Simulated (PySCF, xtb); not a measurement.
C2H4ClFSi2, SMILES C#C[SiH2][Si@H](F)Cl. Other conformers were not sampled.

Harmonic wavenumbers (cm⁻¹) from xtb 6.7.1 with GFN2-xTB at its own minimum, in rising order: 3, 63, 105, 167, 202, 210, 274, 397, 428, 530, 565, 623, 652, 677, 681, 687, 712, 783, 793, 2197, 2203, 2212, 2277, 3352.

What does B3LYP-D3(BJ)/def2-SVP (PySCF) give at its own minimum? (An estimate is asked for; the answer gives what the named calculation found.)

30, 63, 115, 192, 235, 249, 345, 409, 486, 559, 647, 717, 742, 750, 782, 807, 825, 903, 933, 2150, 2221, 2227, 2245, 3455. Paired by order, the mean absolute difference is 61 cm⁻¹ and the zero-point energies are 29.7 and 31.6 kcal/mol.
